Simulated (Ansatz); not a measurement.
Consider the formal exchange of groups at a B–C bond: `B/C(N)=[CH]/[SnH3]` + `C[SiH](N)O` → `B[Si](C)(N)O` + `N/C=[CH]/[SnH3]`.

Calculated with Ansatz (gas phase, PBE0-D4/def2-TZVP geometries, no zero-point term in ΔE). CBS: MP2 limit from def2 TZ/QZ plus the TZ coupled-cluster correction, frozen cores. Double bonds are as drawn, so ΔE can hold a change between cis and trans. Functionals use def2-TZVPP. B3LYP here is the variant with VWN-RPA as its local correlation; programs differ in this. def2 core potentials past Kr. For Sn outer-core shells are correlated without core-valence functions, which leaves a few kJ/mol of doubt a bond. Each species was taken in one conformer, which may not be the lowest.

**Question.** Is it downhill or uphill in electronic energy at CCSD(T)/CBS, and by how much? (An estimate is asked.)

**Answer.** Computed: Uphill: ΔE = +54.8 kJ/mol.

**Question.** What do these levels give: PBE-D4, ωB97X-V, ωB97M-V, B2PLYP, PBE0, B3LYP, HF/def2-TZVPP, MP2/def2-TZVPP, MP2/def2-QZVPP, HF/CBS(def2), MP2/CBS(def2), CCSD/CBS(def2)? (An estimate is asked.)

**Answer.** Computed: PBE-D4 50.8, ωB97X-V 46.9, ωB97M-V 53.1, B2PLYP 54.8, PBE0 48.6, B3LYP 51.5, HF/def2-TZVPP 44.3, MP2/def2-TZVPP 59.6, MP2/def2-QZVPP 60.4, HF/CBS(def2) 45.0, MP2/CBS(def2) 60.6, CCSD/CBS(def2) 51.3 kJ/mol.

Largest T1 diagnostic among the species: 0.014.

In def2-TZVPP, CCSD(T) changes the Hartree–Fock value by +9.4 kJ/mol (the triples alone add +3.5 kJ/mol) and MP2 by +15.2 kJ/mol.
